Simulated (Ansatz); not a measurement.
Basis-set extrapolation for C$_{3}$H$_{4}$AlF (`FC[C]1=[CH][AlH]1`) (PBE0-D4/def2-TZVP geometry, frozen core, Ansatz). Multiplicity 1, RHF reference.

```tsv
	def2-TZVPP	def2-QZVPP
HF	-457.297274	-457.313530
MP2 correlation	-0.795266	-0.855822
CCSD(T) correlation	-0.859425	not run
```

Energies in hartree. Use E(X) = E(∞) + A·exp(−7.88·√X) for Hartree–Fock and E(X) = E(∞) + B·X^(−2.97) for correlation, with X = 3 and 4, and add CCSD(T) minus MP2 of the smaller set to the MP2 limit.

Question: What is the CCSD(T) energy at the basis-set limit?

Answer: HF limit: -457.313530 + (-0.016256) × 0.13774 = -457.31577. MP2 limit: -0.855822 + (-0.060556) × 0.74074 = -0.90068. Higher-order term: -0.859425 − (-0.795266) = -0.06416. Total: -458.28061 hartree, 325.3 kJ/mol below CCSD(T)/def2-TZVPP.
